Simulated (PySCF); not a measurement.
## Eu(OH)3 at several levels of theory

Computed with PySCF 2.14.0 (density fitting, no spin-orbit coupling) at the geometry relaxed with PBE0:

```xyz
7
Eu(OH)3 (singlet in the valence; each metal's 4f electrons, 6 of them, lie in its core potential, out of spins and levels)
Eu    0.0000    0.0000    0.0324
O     2.0809    0.0000    0.1265
H     3.0345    0.0000    0.2006
O    -1.0405    1.8021    0.1265
H    -1.5173    2.6279    0.2006
O    -1.0405   -1.8021    0.1265
H    -1.5172   -2.6280    0.2006
```

```tsv
level	basis	state	HOMO (eV)	gap (eV)	charge on Eu1 (e)	population of f-type functions on Eu1 (polarisation alone where 4f lies in the core)	dipole about the centre of mass (D)	largest force component (eV/Å)
PBE0	Eu lcecp-1-SVP with ECP52, O def2-SVP, H def2-SVP	singlet	-7.58	6.30	1.09	0.11	0.35	0.02
BP86	the same	singlet	-5.99	4.08	0.88	0.10	0.32	0.62
PBE0	Eu lcecp-1-TZVP with ECP52, O def2-TZVP, H def2-TZVP	singlet	-7.84	6.50	1.63	0.11	0.39	0.28
```

In the lcecp rows the 4f levels are missing from HOMO and gap, and the state counts the valence alone.

Charges are Mulliken's, which hang on the basis. The relaxation used the grid (50, 194), these runs (75, 302) or, all-electron (x2c bases, spin-free X2C Hamiltonian), (99, 590).

Task: What does TPSSh with Eu lcecp-1-SVP with ECP52, O def2-SVP, H def2-SVP give here?

Result: state singlet, HOMO (eV) -6.63, gap (eV) 5.16, charge on Eu1 (e) 1.05, population of f-type functions on Eu1 (polarisation alone where 4f lies in the core) 0.10, dipole about the centre of mass (D) 0.34, largest force component (eV/Å) 0.28. Time: 5.8 s on 2 threads of Arm Neoverse V1, on a shared host, from an already converged density.

In the first row's basis the gap widens with exact exchange: 4.1 eV for BP86 (none); 5.2 to 6.3 eV for TPSSh, PBE0 (a fixed share).

An lcecp potential fixes the number of 4f electrons, so in runs with it no electron can move into or out of that shell.
